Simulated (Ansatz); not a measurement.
Calculated with Ansatz (gas phase, PBE0-D4/def2-TZVP geometries, no zero-point term in ΔE). CCSD(T)/CBS adds triple-zeta CCSD(T) − MP2 to the extrapolated MP2 energy (def2 sets, frozen cores). This one scheme is used for every species. DFT in def2-TZVPP. B3LYP here is the variant with VWN-RPA as its local correlation; programs differ in this. For Zn outer-core shells are correlated without core-valence functions, which leaves a few kJ/mol of doubt a bond. Scalar relativity is left out up to krypton. Each species was taken in one conformer, which may not be the lowest.

Reaction (substitution at a C–Si bond): `O=C[SiH2][Zn][OH]` + `OCF` → `O=COCF` + `[OH][Zn][SiH3]`

(1) Is it downhill or uphill in electronic energy at CCSD(T)/CBS, and by how much? (Estimate.)

(2) What do these levels give: r2SCAN-D4, PBE0-D4, B3LYP-D4, ωB97X-V, ωB97M-V, B2PLYP, PBE, r2SCAN, HF/def2-TZVPP, SCS-MP2/def2-TZVPP, CCSD(T)/def2-TZVPP, CCSD/CBS(def2)? (Estimate.)

Largest T1 diagnostic among the species: 0.017.

Results:

(1) Ansatz gave: Downhill: ΔE = -41.0 kJ/mol.

(2) The calculation gave: r2SCAN-D4 -54.5, PBE0-D4 -48.1, B3LYP-D4 -45.8, ωB97X-V -50.3, ωB97M-V -46.0, B2PLYP -48.2, PBE -47.8, r2SCAN -54.8, HF/def2-TZVPP -53.1, SCS-MP2/def2-TZVPP -46.1, CCSD(T)/def2-TZVPP -45.6, CCSD/CBS(def2) -40.0 kJ/mol.

In def2-TZVPP, CCSD(T) changes the Hartree–Fock value by +7.5 kJ/mol (the triples alone add −0.9 kJ/mol) and MP2 by +5.4 kJ/mol.
